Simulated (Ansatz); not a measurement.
Gas-phase electronic energies from Ansatz, PBE0-D4/def2-TZVP geometries. CCSD(T)/CBS is the MP2 limit (def2-TZVPP, def2-QZVPP) plus CCSD(T) − MP2 in def2-TZVPP, frozen cores. DFT in def2-TZVPP. B3LYP here is the variant with VWN-RPA as its local correlation; programs differ in this. One conformer a species, not always the lowest.

Consider the cleavage of the Si–Al bond: `[SiH3][O][AlH][SiH3]` + `[OH][Al]([F])[F]` → `[F][Al]([F])[O][SiH3]` + `[AlH2][O][SiH3]`.

```csv
level,ΔE (eV)
r2SCAN-D4,-0.97
ωB97M-V,-1.08
r2SCAN,-0.98
B3LYP,-1.05
CCSD/def2-TZVPP,-1.08
SCS-MP2/def2-QZVPP,-1.20
MP2/CBS(def2),-1.13
CCSD/CBS(def2),-1.09
```

Question: What does CCSD(T)/CBS give? (An estimate is asked.)

Answer: Computed: -1.04 eV. The listed levels differ from it by 0.07, -0.04, 0.06, -0.01, -0.04, -0.16, -0.09, -0.05 eV.

Largest T1 diagnostic among the species: 0.013.

In def2-TZVPP, CCSD(T) changes the Hartree–Fock value by +0.34 eV (the triples alone add +0.05 eV) and MP2 by +0.25 eV. From PBE to PBE0 (25 % exact exchange), in def2-TZVPP and without D4, ΔE moves by −0.11 eV.
